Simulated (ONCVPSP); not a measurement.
## Reading a pseudo-wave (Cr)

Columns: radius, all-electron u(r) and pseudo u(r) of the 3p shell (level -45.44 eV) of chromium in the configuration [Ne] 3s2 3p6 3d5 4s1; PBE, scalar-relativistic, ONCV scheme, ONCVPSP 4.0.1.

| r (bohr) | all-electron | pseudo |
| --- | --- | --- |
| 0.078 | -0.3697 | 0.0297 |
| 0.155 | -0.5657 | 0.1131 |
| 0.232 | -0.4163 | 0.2402 |
| 0.310 | -0.0901 | 0.3979 |
| 0.388 | 0.2670 | 0.5664 |
| 0.465 | 0.5742 | 0.7260 |
| 0.542 | 0.8088 | 0.8642 |
| 0.620 | 0.9690 | 0.9720 |
| 0.698 | 1.0592 | 1.0418 |
| 0.775 | 1.0935 | 1.0735 |
| 0.852 | 1.0871 | 1.0718 |
| 0.930 | 1.0510 | 1.0420 |
| 1.008 | 0.9955 | 0.9914 |
| 1.085 | 0.9295 | 0.9281 |
| 1.162 | 0.8578 | 0.8576 |
| 1.240 | 0.7834 | 0.7836 |
| 1.318 | 0.7102 | 0.7103 |
| 1.395 | 0.6409 | 0.6409 |
| 1.472 | 0.5755 | 0.5756 |
| 1.550 | 0.5141 | 0.5141 |
| 1.628 | 0.4576 | 0.4576 |
| 1.705 | 0.4068 | 0.4068 |
| 1.782 | 0.3609 | 0.3609 |
| 1.860 | 0.3190 | 0.3190 |
| 1.938 | 0.2814 | 0.2814 |
| 2.015 | 0.2484 | 0.2484 |

(1) How many radial nodes do the two functions have?

(2) At about which radius was the pseudo-wave matched?

(3) Is the pseudo-wave norm-conserving?

## Answers

(1) The all-electron 3p function has n − l − 1 = 1; the pseudo-wave has 0, since the states of the same l below it are removed with the core.

(2) 1.45 bohr. The columns agree to 0.0005 from 1.16 bohr on; several derivatives are matched, so the curves merge somewhat inside the radius.

(3) Yes: the ONCV scheme keeps the norm inside the radius equal to the all-electron one, which fixes the energy derivative of the logarithmic derivative at the level.
